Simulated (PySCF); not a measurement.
PySCF input (M06-2X/6-31G* (5d)):

```python
from pyscf import gto, dft

mol = gto.M(
    atom='''
    Al    0.00000000    0.00000000    0.00000000
    ''',
    basis='6-31g*',
    charge=0,
    spin=1,
    symmetry='D2h',
    verbose=4,
)

mf = dft.UKS(mol, xc='m062x')
mf.grids.level = 4
mf.conv_tol = 1e-9
mf.max_cycle = 100
mf.max_memory = 1500
mf.kernel()
if not mf.converged:
    mf = mf.newton()
    mf.kernel(mf.make_rdm1())
mf.dip_moment()
```

Output:

```
PySCF version 2.14.0

[INPUT] verbose = 4
[INPUT] num. atoms = 1
[INPUT] num. electrons = 13
[INPUT] charge = 0
[INPUT] spin (= nelec alpha-beta = 2S) = 1
[INPUT] symmetry D2h subgroup None
[INPUT] Mole.unit = angstrom
[INPUT] Symbol           X                Y                Z      unit          X                Y                Z       unit  Magmom
[INPUT]  1 Al     0.000000000000   0.000000000000   0.000000000000 AA    0.000000000000   0.000000000000   0.000000000000 Bohr   0.0

nuclear repulsion = 0
point group symmetry = SO3, use subgroup D2h
symmetry origin: [0. 0. 0.]
symmetry axis x: [1. 0. 0.]
symmetry axis y: [0. 1. 0.]
symmetry axis z: [0. 0. 1.]
num. orbitals of irrep Ag = 6
num. orbitals of irrep B1g = 1
num. orbitals of irrep B2g = 1
num. orbitals of irrep B3g = 1
num. orbitals of irrep B1u = 3
num. orbitals of irrep B2u = 3
num. orbitals of irrep B3u = 3
number of shells = 8
number of NR pGTOs = 51
number of NR cGTOs = 18
basis = 6-31g*
ecp = {}

******** <class 'pyscf.dft.uks_symm.SymAdaptedUKS'> ********
method = SymAdaptedUKS
initial guess = minao
damping factor = 0
level_shift factor = 0
DIIS = <class 'pyscf.scf.diis.CDIIS'>
diis_start_cycle = 1
diis_space = 8
diis_damp = 0
SCF conv_tol = 1e-09
SCF conv_tol_grad = None
SCF max_cycles = 100
direct_scf = True
direct_scf_tol = 1e-13
number electrons alpha = 7  beta = 6
XC library pyscf.dft.libxc version 7.1.2
    S. Lehtola, C. Steigemann, M. J. T. Oliveira, and M. A. L. Marques,  SoftwareX 7, 1–5 (2018)
XC functionals = m062x
    Y. Zhao and D. G. Truhlar,  Theor. Chem. Acc. 120, 215 (2008)
    Y. Zhao and D. G. Truhlar,  Theor. Chem. Acc. 120, 215 (2008)
radial grids:
    Treutler-Ahlrichs [JCP 102, 346 (1995); DOI:10.1063/1.469408] (M4) radial grids

becke partition: Becke, JCP 88, 2547 (1988); DOI:10.1063/1.454033
pruning grids: <function nwchem_prune>
grids dens level: 4
symmetrized grids: D2h
atomic radii adjust function: <function treutler_atomic_radii_adjust>
small_rho_cutoff = 0
Freeze 0 electrons in irreps []
    13 free electrons in irreps Ag B1g B2g B3g B1u B2u B3u
Set gradient conv threshold to 3.16228e-05
tot grids = 28696
init E= -242.260072605052
alpha HOMO (B1u) = -0.0472359243859613  LUMO (B2u) = -0.0472359243859617
beta  HOMO (Ag) = -0.337172970889378  LUMO (B2u) = -0.0472359243859617

WARN: HOMO -0.0472359243859613 >= LUMO -0.0472359243859617

WARN: alpha-B1u HOMO -0.0472359243859613 > system LUMO -0.0472359243859617

WARN: alpha-B2u LUMO -0.0472359243859617 < system HOMO -0.0472359243859613

WARN: alpha-B3u LUMO -0.0472359243859614 < system HOMO -0.0472359243859613

WARN: beta-B1u LUMO -0.0472359243859613 < system HOMO -0.0472359243859613

WARN: beta-B2u LUMO -0.0472359243859617 < system HOMO -0.0472359243859613

WARN: beta-B3u LUMO -0.0472359243859614 < system HOMO -0.0472359243859613

cycle= 1 E= -242.317164379284  delta_E= -0.0571  |g|= 0.0359  |ddm|= 0.629
alpha HOMO (B1u) = -0.160543727702595  LUMO (B3u) = -0.0498068047666968
beta  HOMO (Ag) = -0.35143248979901  LUMO (B3u) = -0.0555883194334107
  HOMO = -0.160543727703  LUMO = -0.0555883194334  gap/eV = 2.85598
cycle= 2 E= -242.320136980934  delta_E= -0.00297  |g|= 0.0096  |ddm|= 0.17
alpha HOMO (B1u) = -0.155119975591942  LUMO (B2u) = -0.0380401981757372
beta  HOMO (Ag) = -0.334879553355419  LUMO (B2u) = -0.044077707373419
  HOMO = -0.155119975592  LUMO = -0.0440777073734  gap/eV = 3.02161
cycle= 3 E= -242.320355399532  delta_E= -0.000218  |g|= 0.00258  |ddm|= 0.0498
alpha HOMO (B1u) = -0.156432947512962  LUMO (B3u) = -0.0381383343635279
beta  HOMO (Ag) = -0.333413120802032  LUMO (B2u) = -0.0429606888907477
  HOMO = -0.156432947513  LUMO = -0.0429606888907  gap/eV = 3.08774
cycle= 4 E= -242.320377271015  delta_E= -2.19e-05  |g|= 0.000285  |ddm|= 0.0179
alpha HOMO (B1u) = -0.15650720364255  LUMO (B2u) = -0.0381599823375923
beta  HOMO (Ag) = -0.333353369320725  LUMO (B2u) = -0.0429451016927923
  HOMO = -0.156507203643  LUMO = -0.0429451016928  gap/eV = 3.09018
cycle= 5 E= -242.320377534197  delta_E= -2.63e-07  |g|= 3.02e-05  |ddm|= 0.00206
alpha HOMO (B1u) = -0.156490449470581  LUMO (B2u) = -0.0381207354597807
beta  HOMO (Ag) = -0.333335008367878  LUMO (B2u) = -0.0429358906661402
  HOMO = -0.156490449471  LUMO = -0.0429358906661  gap/eV = 3.08998
cycle= 6 E= -242.32037753633  delta_E= -2.13e-09  |g|= 3.52e-06  |ddm|= 0.000205
alpha HOMO (B1u) = -0.156492095443938  LUMO (B2u) = -0.0381206360583501
beta  HOMO (Ag) = -0.333339024672453  LUMO (B3u) = -0.0429392880993231
  HOMO = -0.156492095444  LUMO = -0.0429392880993  gap/eV = 3.08993
cycle= 7 E= -242.320377536362  delta_E= -3.22e-11  |g|= 3.13e-07  |ddm|= 2.72e-05
alpha HOMO (B1u) = -0.156492069553798  LUMO (B2u) = -0.0381206265562087
beta  HOMO (Ag) = -0.333339172898917  LUMO (B3u) = -0.042939429813006
  HOMO = -0.156492069554  LUMO = -0.042939429813  gap/eV = 3.08992
Extra cycle  E= -242.320377536362  delta_E= -1.14e-13  |g|= 8.35e-08  |ddm|= 9.93e-07
converged SCF energy = -242.320377536362  <S^2> = 0.75198627  2S+1 = 2.0019853
Dipole moment(X, Y, Z, Debye):  0.00000,  0.00000,  0.00000
```
